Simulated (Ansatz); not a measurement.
`C[SiH]1NC1(F)F`. The species carries charge 0 and has multiplicity 1. The geometry is a stationary point of PBE0-D4/def2-TZVP.

```xyz
11

C    -1.018   -1.055   -1.058
Si   -0.072   -0.463    0.418
N    -0.045    1.207    0.784
C     1.245    0.841    0.406
F     1.756    1.475   -0.686
F     2.208    0.950    1.362
H    -0.898   -0.362   -1.892
H    -2.082   -1.139   -0.820
H    -0.666   -2.044   -1.363
H    -0.101   -1.431    1.543
H    -0.328    2.022    1.306
```

(1) What is the dipole moment at ωB97M-V/def2-TZVPP? (An estimate is asked.)

(2) And with PBE, r2SCAN, B3LYP? (An estimate is asked.)

(3) Give the Mulliken charges with ωB97M-V, PBE, r2SCAN in def2-TZVPP. (Estimate.)

Answers

(1) Computed: 3.49 D, with components (-3.13, -1.53, -0.04) D in this frame, pointing from negative to positive charge.

(2) Ansatz gave: PBE 3.20 D, r2SCAN 3.33 D, B3LYP 3.46 D.

(3) Computed: 
```
atom  ωB97M-V    PBE  r2SCAN
  C1    -0.41  -0.35   -0.28
 Si2     0.38   0.28    0.43
  N3    -0.30  -0.29   -0.37
  C4     0.29   0.28    0.34
  F5    -0.20  -0.17   -0.21
  F6    -0.21  -0.17   -0.21
  H7     0.14   0.12    0.09
  H8     0.12   0.11    0.08
  H9     0.12   0.11    0.08
 H10    -0.03  -0.07   -0.09
 H11     0.11   0.15    0.14
```

B3LYP here is the variant with VWN-RPA as its local correlation; programs differ in this.
